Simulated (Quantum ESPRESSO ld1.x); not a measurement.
These are the eigenvalues of the occupied orbitals of an atom or ion with whole-number occupations (eV). Calculated with ld1.x of Quantum ESPRESSO 7.5: Dirac Kohn-Sham, PBE, spin-unpolarised, spherical densities, point nucleus.

1s1/2: -46640.1
2s1/2: -7622.82
2p1/2: -7225.11
2p3/2: -6622.24
3s1/2: -1674.83
3p1/2: -1503.82
3p3/2: -1381.74
3d3/2: -1085.43
3d5/2: -1058.91
4s1/2: -337.666
4p1/2: -272.116
4p3/2: -245.326
4d3/2: -137.532
4d5/2: -132.747
5s1/2: -49.3570
5p1/2: -31.8453
5p3/2: -28.3126
4f5/2: -8.8620
6s1/2: -8.4172
4f7/2: -8.3201

Which element is it, and in what charge state? The configuration may be excited. Open shells, if any, are shared by 2j + 1.

Answer. Z = 62, samarium, charge +1: Sm+ in [Xe] 4f6 6s1. The list shows which subshells hold electrons but not how many an open one holds; the 1s level, -1714 hartree, gives Z - s = 58.5 by -(Z - s)^2/2, which with screening and relativity narrows Z to a few neighbours, and the depths of the outer levels then fix element, charge and occupations together.
